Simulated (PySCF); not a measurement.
Static polarisabilities and like-pair C6 coefficients by linear response at B3LYP/def2-SVPD (PySCF, frozen core in the response, non-relativistic, gas phase), PBE0-D3(BJ)/def2-SVP geometries, one conformer each; atomic units unless stated.

```
label                         species      α    C6
    P            `[SiH3]C[SiH2]C1CC1`  103.1  3890
    Q                   `CCOB(Cl)OCC`   85.6  3234
    R        `O=C(Cl)C(F)(F)C(F)(F)F`   57.7  1743
    S            `C#C[SiH2]C#C[SiH3]`  102.9  3373
    T             `C=C[SiH2]CC[SiH3]`  109.0  4139
    U  `[C@@H]1(CC[CH2][AlH]1)C(=C)C`  112.4  4604
```

Estimate the unlike-pair coefficients by the rule C6(AB) = 2·C6(AA)·C6(BB) / [C6(AA)·αB/αA + C6(BB)·αA/αB], and compare with the geometric mean, for PU, QR, QT, QU, RS, RT, ST and SU.

| pair | combination rule | geometric mean | ratio |
| --- | --- | --- | --- |
| PU | 4232 | 4232 | 1.000 |
| QR | 2365 | 2374 | 0.996 |
| QT | 3633 | 3658 | 0.993 |
| QU | 3841 | 3859 | 0.995 |
| RS | 2352 | 2425 | 0.970 |
| RT | 2631 | 2686 | 0.980 |
| ST | 3733 | 3736 | 0.999 |
| SU | 3932 | 3941 | 0.998 |

The rule is exact for one-pole polarisabilities and never exceeds the geometric mean; the two meet where both partners have the same effective excitation energy. These unlike-pair values are estimates, not computed integrals.
